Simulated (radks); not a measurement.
All-electron atom: neutral argon in [Ar] (the NIST ground configuration).

Method: non-relativistic Kohn-Sham, B86b exchange with PBE correlation, spin-polarised, spherical densities, point nucleus; computed with a radial shooting solver on a logarithmic mesh with Libxc functionals.

Energy parts (eV):
| part | energy |
|---|---|
| total | -14354.790 |
| kinetic | 14338.111 |
| electron-nucleus | -34158.027 |
| Hartree | 6305.259 |
| exchange-correlation | -840.132 |

Orbitals (lengths in bohr, moments of r in powers of bohr; r(90%) holds 90 % of the orbital's charge):
| orbital | occ. | eigenvalue (eV) | <r^4> | r(90%) | <1/r> | <r^2> |
|---|---|---|---|---|---|---|
| 1s | 2 | -3107.644 | 0.0002561 | 0.154 | 17.55 | 0.009980 |
| 2s | 2 | -294.8374 | 0.07571 | 0.650 | 3.525 | 0.2056 |
| 2p | 6 | -229.8589 | 0.06622 | 0.625 | 3.443 | 0.1769 |
| 3s | 2 | -24.0873 | 9.233 | 2.15 | 0.9826 | 2.324 |
| 3p | 6 | -10.3079 | 22.10 | 2.64 | 0.8276 | 3.342 |

The highest occupied level is 3p at -10.308 eV. For comparison, the ionisation energy in NIST's Atomic Spectra Database is 15.760 eV (measured). In exact Kohn-Sham theory the highest level is minus the ionisation energy, but local and semilocal functionals leave it too shallow, through self-interaction and a potential that decays too fast; potentials with the right tail come closer. The density falls to 0.001 e/bohr^3 at r = 3.74 bohr. Summed over all electrons, <r^2> = 26.19 bohr^2, which gives a Langevin (diamagnetic) susceptibility term of -20.7 x 10^-6 cm^3/mol. The electron density at the nucleus is 3848 e/bohr^3. Virial ratio -V/T = 2.00116.
